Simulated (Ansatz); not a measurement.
Cost and result for the atomization energy of F$_{2}$GeH$_{6}$N$_{2}$Si (`[NH2][GeH2][Si](N)(F)F`) (12 atoms, 11 bonds).

```xyz
12

N    -0.706   -0.354    2.310
Ge    0.525    0.264    1.085
Si   -0.174   -0.516   -1.045
N     0.492    0.394   -2.301
F     0.219   -2.030   -1.340
F    -1.774   -0.521   -1.018
H    -0.565   -0.017    3.252
H    -1.664   -0.173    2.043
H     0.650    1.812    1.029
H     1.898   -0.291    1.496
H     0.520    1.400   -2.274
H     0.580    0.032   -3.237
```

Charge 0, multiplicity 1. Correlated methods include outer-core shells of Ge, which these sets cover unevenly. Scalar relativity is left out up to krypton. All single points use the PBE0-D4/def2-TZVP geometry. It is one conformer, not always the lowest. Program: Ansatz. All runs use 2 threads of an AMD EPYC 7R13 on a shared host and a share of an NVIDIA H100 80 GB. Times are those of one run each, without the atoms' runs, and a repeat can differ threefold. Electronic energies, without spin–orbit coupling; frozen cores. CCSD(T)/CBS adds CCSD(T) − MP2 in def2-TZVPP to the MP2 limit, and its time is that of the two runs behind it. T1 = 0.012. With those shells the extrapolation isn't a true limit. B3LYP takes the VWN-RPA correlation (the form of Gaussian; ORCA's B3LYP/G).

CCSD(T)/CBS is a level of theory with its own doubt, some kJ/mol a heavy atom from the limit and from the frozen cores, so smaller differences don't rank the functionals.

```json
{"level": "B2PLYP/def2-TZVPP", "functions": "298", "wall time": "3.6 s"}
{"level": "B3LYP-D4/def2-TZVPP (with forces)", "functions": "298", "wall time": "3.7 s"}
{"level": "PBE-D4/def2-TZVPP (with forces)", "functions": "298", "wall time": "3.7 s"}
{"level": "PBE0-D4/def2-TZVPP", "functions": "298", "wall time": "3.8 s"}
{"level": "r2SCAN-D4/def2-TZVPP (with forces)", "functions": "298", "wall time": "4.2 s"}
{"level": "ωB97X-V/def2-TZVPP", "functions": "298", "wall time": "4.4 s"}
{"level": "MP2/def2-QZVPP", "functions": "567", "wall time": "5.5 s"}
{"level": "ωB97M-V/def2-TZVPP (with forces)", "functions": "298", "wall time": "6.5 s"}
{"level": "CCSD(T)/def2-TZVPP", "functions": "298", "wall time": "10 s"}
{"level": "CCSD(T)/CBS(def2)", "functions": "–", "wall time": "16 s"}
```

Question: What atomization energy does each give, and how far from CCSD(T)/CBS? (Best estimate.)

Answer: Computed: 
| level | atomization (kJ/mol) | difference from CCSD(T)/CBS | per bond |
| --- | --- | --- | --- |
| B2PLYP/def2-TZVPP | 4181.7 | -73.1 | -6.6 |
| B3LYP-D4/def2-TZVPP (with forces) | 4222.9 | -31.9 | -2.9 |
| PBE-D4/def2-TZVPP (with forces) | 4281.2 | 26.4 | 2.4 |
| PBE0-D4/def2-TZVPP | 4187.6 | -67.2 | -6.1 |
| r2SCAN-D4/def2-TZVPP (with forces) | 4217.4 | -37.4 | -3.4 |
| ωB97X-V/def2-TZVPP | 4260.5 | 5.7 | 0.5 |
| MP2/def2-QZVPP | 4278.0 | 23.2 | 2.1 |
| ωB97M-V/def2-TZVPP (with forces) | 4236.4 | -18.4 | -1.7 |
| CCSD(T)/def2-TZVPP | 4118.2 | -136.6 | -12.4 |
| CCSD(T)/CBS(def2) | 4254.8 | 0.0 | 0.0 |

In def2-TZVPP, CCSD(T) changes the Hartree–Fock value by +1175.6 kJ/mol (the triples alone add +64.8 kJ/mol) and MP2 by +1252.7 kJ/mol; breaking electron pairs costs correlation energy, which Hartree–Fock lacks. The D4 term adds +44.6 kJ/mol with B3LYP and +23.6 kJ/mol with PBE0; it sums over pairs of atoms, weighted by their polarisabilities, and B3LYP, whose exchange is more repulsive, gets the larger term. From PBE to PBE0 (25 % exact exchange), in def2-TZVPP and without D4, the atomization energy moves by −89.6 kJ/mol: exact exchange takes away binding that semilocal exchange gives to molecules.
